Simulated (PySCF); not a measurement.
Cl2GeH2O2. Atoms are numbered in the order given.

```xyz
7

O     -0.1089     1.4640    -1.2309
Ge     0.0000     0.0000    -0.2659
O      0.1089    -1.4640    -1.2309
Cl    -1.7691    -0.0016     0.9272
Cl     1.7691     0.0016     0.9272
H      0.7340     1.6716    -1.6608
H     -0.7340    -1.6716    -1.6608
```

The structure is a stationary point at r2SCAN-D4/def2-SVP. The values are those of a single conformer.

These are PBE/def2-TZVP run with PySCF values and carry that method's errors.

The molecule is in vacuum.

```yaml
total_energy: -3148.45326 hartree
point_group: C2
highest_occupied_level: -7.75 eV
lowest_empty_level: -2.25 eV
orbital_gap: 5.50 eV
dipole_moment: 1.66 D
quadrupole, principal values (traceless, Buckingham form, about the centre of nuclear charge): -9.25, 2.70, 6.55 D·Å
mean_static_polarisability: 59.1 bohr³ (8.75 Å³)
polarisability_principal_values: 50.8, 57.4, 69.0 bohr³
```
